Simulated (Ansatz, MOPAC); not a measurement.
Noncovalent pair: H2S (SMILES S) (first 3 atoms) with H2Se (SMILES [SeH2]); geometry from B3LYP-D3(BJ)/def2-TZVP, rigid monomers moved along the line of their centres of mass till S1···Se4 is 4.24 Å.
(charge 0, multiplicity 1):
```xyz
6

S     -0.2334    -0.2309    -0.0826
H      0.5821     0.8166     0.1179
H     -1.3017     0.4332     0.3868
Se     0.2475     0.2051     4.1042
H      0.4645    -0.0247     5.5429
H      0.4580    -1.2141     3.7956
```

Monomers are frozen at their geometry in the pair; levels with a basis set take the counterpoise correction.

Frozen-core correlation. Filled d and f shells under p-block atoms count as core. The state that PM6 reach isn't checked.

Codes used: Ansatz (a quantum-chemistry and plane-wave program); MOPAC for PM6 (differences of heats of formation). 

Predict the interaction energy from PM6.

-0.5 kcal/mol
